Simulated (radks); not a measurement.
Values are calculated unless marked as measured or tabulated.
Species: the molybdenum ion Mo25+. Configuration: [Ne] 3s2 3p5 (the NIST ground configuration). Level of theory: non-relativistic Kohn-Sham, BLYP, spin-polarised, spherical densities, point nucleus; open shells are filled with parallel spins first (spin-orbit coupling, left out, can overturn this in heavy ions); relativity is left out, which matters for an element this heavy (a radial shooting solver on a logarithmic mesh with Libxc functionals).

Unscreened Slater integrals over Kohn-Sham orbitals (eV). They are taken over the spin-up orbitals.

| integral | value |
|---|---|
| F0(3p,3p) | 64.763 |
| F2(3p,3p) | 32.753 |
| F0(3p,3s) | 63.403 |
| G1(3p,3s) | 41.065 |
| F0(3p,2p) | 85.783 |
| F2(3p,2p) | 21.286 |
| G0(3p,2p) | 8.3958 |
| G2(3p,2p) | 9.2124 |
| F0(3s,3s) | 62.294 |
| F0(3s,2p) | 81.784 |
| G1(3s,2p) | 8.2156 |
| F0(2p,2p) | 184.20 |
| F2(2p,2p) | 87.864 |

Derived for the open shells (J is the average intra-shell exchange parameter used in DFT+U). 3p: J = F2/5 = 6.551 eV.
